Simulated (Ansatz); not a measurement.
CH₇BOSSi (`BO[SiH2]SC`), relaxed with RKS PBE-D4/def2-SVP in Ansatz from a rough embedded geometry. The force threshold is 0.03 eV/Å; the program also tests the step.

Charge 0, multiplicity 1.

Start:

```xyz
12

B    -2.361    0.342   -0.470
O    -1.046   -0.013   -0.865
Si    0.051    1.022    0.019
S     2.039    0.368   -0.472
C     1.935   -1.238    0.239
H    -2.925   -0.139    0.477
H    -2.978    1.204   -1.049
H    -0.190    2.364   -0.356
H    -0.198    0.836    1.424
H     2.880   -1.758    0.083
H     1.130   -1.798   -0.325
H     1.663   -1.190    1.296
```

Problem. By how much does the energy fall, and how many steps does the optimiser take? (An estimate is asked.)

Solution. The calculation gave: 0.86 eV, in 25 steps.

Problem. Which bonds change most? (Estimate.)

Solution. The calculation gave: S4–C5 from 1.759 to 1.841 Å; Si3–H8 from 1.414 to 1.495 Å; Si3–H9 from 1.439 to 1.504 Å; B1–O2 from 1.419 to 1.357 Å.

Problem. Give the relaxed structure. (An estimate is asked.)

Solution. The calculation gave: 
```xyz
12

B    -2.145    0.086   -0.490
O    -1.147    0.962   -0.772
Si    0.196    1.421    0.177
S     1.966    0.405   -0.442
C     1.547   -1.302    0.107
H    -2.194   -0.468    0.604
H    -2.977   -0.123   -1.356
H     0.436    2.876   -0.070
H    -0.137    1.109    1.610
H     2.453   -1.914   -0.058
H     0.717   -1.723   -0.493
H     1.286   -1.329    1.183
```
